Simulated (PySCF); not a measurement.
## Fe⁺: ionisation energy

Fe⁺ [Ar] 3d6 4s1 (6D) → Fe²⁺ [Ar] 3d6 (5D), as a difference of total energies. All numbers are calculated (PySCF 2.14, scalar relativity by spin-free X2C-1e, in ANO-RCC-VTZP). Correlated levels: valence: [Ar] frozen; valence and next inner shell: [Ne] frozen. The calculations carry no spin-orbit coupling.

| method | ionisation energy (eV) | error (eV) |
| --- | --- | --- |
| UHF | 15.339 | -0.860 |
| LDA | 17.065 | +0.866 |
| PBE | 16.805 | +0.606 |
| PBE0 | 16.491 | +0.292 |
| r2SCAN | 16.675 | +0.476 |
| LC-wPBE | 16.295 | +0.096 |
| B97-3 | 16.214 | +0.015 |
| wB97X | 15.904 | -0.295 |
| MP2 (valence) | 15.828 | -0.371 |
| SCS-MP2 (valence) | 15.628 | -0.571 |
| MP2 (valence and next inner shell) | 16.046 | -0.153 |
| SCS-MP2 (valence and next inner shell) | 15.864 | -0.335 |

Reference: 16.199 eV (measured; NIST Atomic Spectra Database, ionization energies).

Errors of the correlated levels include the incompleteness of this basis and the frozen core.
